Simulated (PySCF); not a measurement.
Breaking a bond: IF, singlet.

RKS-PBE = restricted PBE/def2-TZVP, def2 effective core potentials past Kr in PySCF; RHF/def2-TZVP, def2 effective core potentials past Kr (PySCF); UKS-PBE = unrestricted PBE/def2-TZVP, def2 effective core potentials past Kr (PySCF).

Magnitude of the dipole moment (D; its direction can reverse along the curve, and a method can change to another solution) and Mulliken charge of the fragment that holds I1:

```tsv
R / Å	μ RKS-PBE	q RKS-PBE	μ RHF	q RHF	μ UKS-PBE	q UKS-PBE
1.54	0.02	0.21	0.14	0.35	0.02	0.21
1.61	0.37	0.24	0.60	0.37	0.37	0.24
1.69	0.79	0.27	1.11	0.39	0.79	0.27
1.79	1.27	0.29	1.71	0.42	1.26	0.29
1.86	1.57	0.31	2.10	0.43	1.57	0.31
1.90	1.73	0.31	2.32	0.44	1.73	0.31
1.97	2.00	0.32	2.68	0.45	2.00	0.32
2.04	2.24	0.33	3.03	0.46	2.24	0.33
2.08	2.37	0.33	3.23	0.46	2.37	0.33
2.23	2.79	0.33	3.91	0.48	2.79	0.33
2.36	3.10	0.33	4.46	0.49	3.10	0.33
2.55	3.46	0.33	5.22	0.50	3.45	0.32
2.88	—	—	6.39	0.51	3.71	0.29
3.17	—	—	7.27	0.50	3.69	0.26
3.45	—	—	8.00	0.50	3.56	0.22
3.84	—	—	8.81	0.49	3.45	0.19
4.23	—	—	9.48	0.47	3.45	0.17
4.72	—	—	10.22	0.46	3.54	0.16
5.11	—	—	10.78	0.45	3.72	0.16
5.78	—	—	11.73	0.43	4.00	0.15
6.68	—	—	13.01	0.41	4.42	0.14
7.61	—	—	14.35	0.39	4.87	0.13
```

A dash means that the run gave no value there, or that the column was ended at a point which the program doubted or which failed a test of continuity chosen for this set; such a test can also cut sound points.

The restricted form behind RKS-PBE, RHF keeps the bonding electrons paired and can't separate into open-shell fragments. The unrestricted determinant behind UKS-PBE is spin-contaminated at 2.36 to 7.61 Å (<S²> up to 1.0, against 0.00 for a pure singlet). At the longest distance UKS-PBE leaves fractional charges on the fragments, a sign of delocalisation error or of the restricted form.
